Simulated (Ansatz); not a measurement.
C7H8O, charge -1, doublet, geometry from GFN2-xTB of the parent state (a state made from the parent by changing its charge; the spin is typed, not shown lowest) (a gas-phase anion, which may not be bound at this level); MP2/6-31G in Ansatz (an electronic-structure program).

Here is a job for Ansatz.
Ansatz 0.2 input:
```yaml
crystal:
  periodic: [false, false, false]
  atoms:
    - {symbol: C, position_ang: [-2.76564113, 0.24474505, -0.12444023]}
    - {symbol: O, position_ang: [-1.68690838, -0.46492555, -0.68070261]}
    - {symbol: C, position_ang: [-0.42665754, -0.18687962, -0.24039320]}
    - {symbol: C, position_ang: [0.59851766, -0.92608697, -0.83281670]}
    - {symbol: C, position_ang: [1.91010832, -0.72287747, -0.45941363]}
    - {symbol: C, position_ang: [2.22421125, 0.21857305, 0.50911986]}
    - {symbol: C, position_ang: [1.21089744, 0.95130888, 1.09673826]}
    - {symbol: C, position_ang: [-0.11137104, 0.75662985, 0.73032410]}
    - {symbol: H, position_ang: [-3.65698679, -0.13812627, -0.61922429]}
    - {symbol: H, position_ang: [-2.84912455, 0.07153434, 0.95364028]}
    - {symbol: H, position_ang: [-2.68159491, 1.31998645, -0.31423270]}
    - {symbol: H, position_ang: [0.33508288, -1.65380074, -1.58419238]}
    - {symbol: H, position_ang: [2.69350327, -1.30170750, -0.92586391]}
    - {symbol: H, position_ang: [3.25103115, 0.37758850, 0.80137780]}
    - {symbol: H, position_ang: [1.44370153, 1.68750866, 1.85242260]}
    - {symbol: H, position_ang: [-0.88073533, 1.34394427, 1.20698272]}
basis:
  gaussian:
    orbitals: 6-31G
total_charge: -1
magnetization: {spin_polarized: true, initial_magnetization: 1}
correlation: {method: mp2}
```

The log (banner, timings and long lists left out):

```
Functional definition: HF
1220 factors; integrals over basis functions are off by at most 2.4e-4 eV
mean field evaluation 1: about -9366.0818 eV, gradient 2.4e1 eV
mean field evaluation 2: about -9366.0967 eV, gradient 2.3e1 eV
mean field evaluation 4: about -9369.8381 eV, gradient 3.3e0 eV
mean field evaluation 8: about -9369.9728 eV, gradient 1.5e-1 eV
mean field evaluation 16: about -9368.0628 eV, gradient 9.3e0 eV
mean field evaluation 32: about -9369.8029 eV, gradient 8.1e-1 eV
mean field evaluation 64: about -9369.9738 eV, gradient 1.5e-6 eV
mean field -9369.97381712 eV, -344.3401865829 hartree, gradient 1.5e-6 eV, S^2 0.839488; 6 other end points of the search recorded, 0 dependent functions left out
8 core orbitals not correlated
reference -9369.97381712 eV, -344.3401865829 hartree; 22, 21 occupied and 58, 59 virtual orbitals, 1220 factors
second order -19.34364835 eV of doubles, -0.00000000 eV of singles
Total energy: -9389.31746548 eV, -345.0510525483 hartree
```
